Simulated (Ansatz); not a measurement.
Reaction (atomization): `[NH2][GeH2][O][SiH](N)Cl` → Cl• + Ge• + 7 H• + 2 N• + O• + Si•

Calculated with Ansatz (gas phase, PBE0-D4/def2-TZVP geometries, no zero-point term in ΔE). CCSD(T)/CBS adds triple-zeta CCSD(T) − MP2 to the extrapolated MP2 energy (def2 sets, frozen cores). This one scheme is used for every species, atoms too. DFT in def2-TZVPP. B3LYP here is the variant with VWN-RPA as its local correlation; programs differ in this. Open shells (•) are unrestricted, without spin–orbit coupling. Spin–orbit coupling would lower the free atoms: a little for Cl, O, Si; clearly for Ge. For Ge outer-core shells are correlated without core-valence functions, so the limit isn't a true one: a few kJ/mol of doubt a bond, and 10 to 20 or more in all where bonds break to atoms. Scalar relativity is left out up to krypton. Each species was taken in one conformer, which may not be the lowest.

Problem. What is ΔE at CCSD(T)/CBS? (Best estimate.)

Solution. The calculation gave: +1068.4 kcal/mol.

Problem. What do these levels give: r2SCAN-D4, PBE0-D4, B3LYP-D4, ωB97X-V, r2SCAN, HF/def2-TZVPP, CCSD/def2-TZVPP, CCSD(T)/def2-TZVPP, MP2/def2-QZVPP, SCS-MP2/def2-QZVPP, HF/CBS(def2), MP2/CBS(def2)? (Best estimate.)

Solution. Computed: r2SCAN-D4 1060.4, PBE0-D4 1052.8, B3LYP-D4 1060.2, ωB97X-V 1071.6, r2SCAN 1058.2, HF/def2-TZVPP 736.2, CCSD/def2-TZVPP 1017.4, CCSD(T)/def2-TZVPP 1034.6, MP2/def2-QZVPP 1071.8, SCS-MP2/def2-QZVPP 1075.0, HF/CBS(def2) 738.9, MP2/CBS(def2) 1085.4 kcal/mol.

Largest T1 diagnostic among the species: 0.012.

The D4 term adds +14.2 kcal/mol with B3LYP and +7.6 kcal/mol with PBE0; it sums over pairs of atoms, weighted by their polarisabilities, and B3LYP, whose exchange is more repulsive, gets the larger term. In def2-TZVPP, CCSD(T) changes the Hartree–Fock value by +298.4 kcal/mol (the triples alone add +17.1 kcal/mol) and MP2 by +315.4 kcal/mol; breaking electron pairs costs correlation energy, which Hartree–Fock lacks. From PBE to PBE0 (25 % exact exchange), in def2-TZVPP and without D4, ΔE moves by −18.3 kcal/mol: exact exchange takes away binding that semilocal exchange gives to molecules.

For atomizations the MP2-based limit and the directly extrapolated one differ by several kJ/mol either way, and by 10 to 25 for some Ge, Se and Sn compounds, so smaller differences from it don't rank the levels.
